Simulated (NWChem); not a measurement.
# CuF; SMILES [F][Cu]

```xyz
2

Cu     0.0000     0.0000    -0.4201
F      0.0000     0.0000     1.3226
```
Atoms are numbered in this order, from 1.

All runs: NWChem. Coordinates come from a PBE-D3(BJ)/def2-SVP optimisation. GIAO values for the isolated, static molecule; σ is the absolute isotropic shielding.

For level B3LYP/pcSseg-2:

```
Property     Value
-----------  -----
σ Cu1 (ppm)  700.6
σ F2 (ppm)   630.0
```

Question: How do the values read with level B3LYP/pcSseg-1 instead?

Answer: σ Cu1 (ppm): 382.5
σ F2 (ppm): 681.9
